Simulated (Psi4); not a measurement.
H8Ge3, charge -1, doublet, at a GFN2-xTB geometry (a state made from the parent by changing its charge; the spin is typed, not shown lowest) (a gas-phase anion, which may not be bound at this level); BLYP/def2-SV(P) run with Psi4 1.11.

Psi4 was given this input:
```
memory 2 GB

molecule {
-1 2
Ge    2.32137685    0.68821490   -0.17150127
Ge    0.12444571   -0.56525556    0.18453663
Ge   -2.43883140   -0.18974445    0.00512057
H     3.91269323    0.88255014   -0.10489752
H     2.19529399    1.20419717   -1.63786851
H     2.00076815    2.07034924    0.47139910
H     0.30638396   -1.08580251    1.70164838
H     0.43371014   -2.07106244   -0.33942239
H    -2.53135236    0.35212779   -1.45867386
H    -2.50480460    1.22742464    0.65743199
H    -4.03640936   -0.44266099    0.12939353
}

set {
  basis def2-sv(p)
  reference uks
}

energy('blyp')
print_variables()
```

Problem. Predict the main parts of the log of this Psi4 run.

Solution. 
```
   => Loading Basis Set <=

    Name: DEF2-SV(P)
    Role: ORBITAL
    Keyword: BASIS

         ---------------------------------------------------------
                                   SCF
               by Justin Turney, Rob Parrish, Andy Simmonett
                          and Daniel G. A. Smith
                              UKS Reference
         ---------------------------------------------------------

  ==> Geometry <==

    Molecular point group: c1
    Full point group: C1

    Geometry (in Angstrom), charge = -1, multiplicity = 2:

       Center              X                  Y                   Z               Mass
    ------------   -----------------  -----------------  -----------------  -----------------
         GE           2.320109251163     0.700324001122    -0.174793202808    73.921177761000
         GE           0.123178111163    -0.553146458878     0.181244697192    73.921177761000
         GE          -2.440098998837    -0.177635348878     0.001828637192    73.921177761000
         H            3.911425631163     0.894659241122    -0.108189452808     1.007825032230
         H            2.194026391163     1.216306271122    -1.641160442808     1.007825032230
         H            1.999500551163     2.082458341122     0.468107167192     1.007825032230
         H            0.305116361163    -1.073693408878     1.698356447192     1.007825032230
         H            0.432442541163    -2.058953338878    -0.342714322808     1.007825032230
         H           -2.532619958837     0.364236891122    -1.461965792808     1.007825032230
         H           -2.506072198837     1.239533741122     0.654140057192     1.007825032230
         H           -4.037676958837    -0.430551888878     0.126101597192     1.007825032230

  Running in c1 symmetry.

  Rotational constants: A =      0.28462  B =      0.01813  C =      0.01732 [cm^-1]
  Rotational constants: A =   8532.73808  B =    543.38581  C =    519.11782 [MHz]
  Nuclear repulsion =  689.913650276571389

  Charge       = -1
  Multiplicity = 2
  Electrons    = 105
  Nalpha       = 53
  Nbeta        = 52

  ==> Algorithm <==

  SCF Algorithm Type is DF.
  DIIS enabled.
  MOM disabled.
  Fractional occupation disabled.
  Guess Type is SAD.
  Energy threshold   = 1.00e-06
  Density threshold  = 1.00e-06
  Integral threshold = 1.00e-12

  ==> Primary Basis <==

  Basis Set: DEF2-SV(P)
    Blend: DEF2-SV(P)
    Number of shells: 52
    Number of basis functions: 112
[...]
      Ntotal   =  104.9999711092 ; deviation = -2.889e-05

   @Spin Contamination Metric:   3.080230161E-03
   @S^2 Expected:                7.500000000E-01
   @S^2 Observed:                7.530802302E-01
   @S   Expected:                5.000000000E-01
   @S   Observed:                5.000000000E-01

    Orbital Energies [Eh]
    ---------------------

    Alpha Occupied:

[...]
    Alpha Virtual:

[...]
    Beta Occupied:

[...]
      52A     -0.066246

    Beta Virtual:

[...]
    Final Occupation by Irrep:
              A
    DOCC [    52 ]
    SOCC [     1 ]
    NA   [    53 ]
    NB   [    52 ]

  @DF-UKS Final Energy: -6235.13638717714639

   => Energetics <=

    Nuclear Repulsion Energy =            689.9136502765713885
    One-Electron Energy =              -10082.5421476483425067
    Two-Electron Energy =                3397.7626848643944868
    DFT Exchange-Correlation Energy =    -240.2705746697701841
    Empirical Dispersion Energy =           0.0000000000000000
    VV10 Nonlocal Energy =                  0.0000000000000000
    Total Energy =                      -6235.1363871771463891

  UHF NO Occupations:
  HONO-2 :   51  A 1.9997195
  HONO-1 :   52  A 1.9992747
  HONO-0 :   53  A 1.0000000
  LUNO+0 :   54  A 0.0007253
  LUNO+1 :   55  A 0.0002805
  LUNO+2 :   56  A 0.0001944
  LUNO+3 :   57  A 0.0001353

Computation Completed

Properties will be evaluated at   0.000000,   0.000000,   0.000000 [a0]

Properties computed using the SCF density matrix

 Multipole Moments:

 ------------------------------------------------------------------------------------
     Multipole            Electronic (a.u.)      Nuclear  (a.u.)        Total (a.u.)
 ------------------------------------------------------------------------------------

 L = 1.  Multiply by 2.5417464519 to convert [e a0] to [Debye]
 Dipole X            :          0.4270688           -0.2491226            0.1779461
 Dipole Y            :         -2.7182868            2.3798191           -0.3384676
 Dipole Z            :          0.7472895           -0.6469676            0.1003218
 Magnitude           :                                                    0.3953349

 ------------------------------------------------------------------------------------

  Variable Map:
  ----------------------------------------------------------------------------
[...]
  Array Variable Map:
  ----------------------------------------------------------------------------
[...]
[...]
```
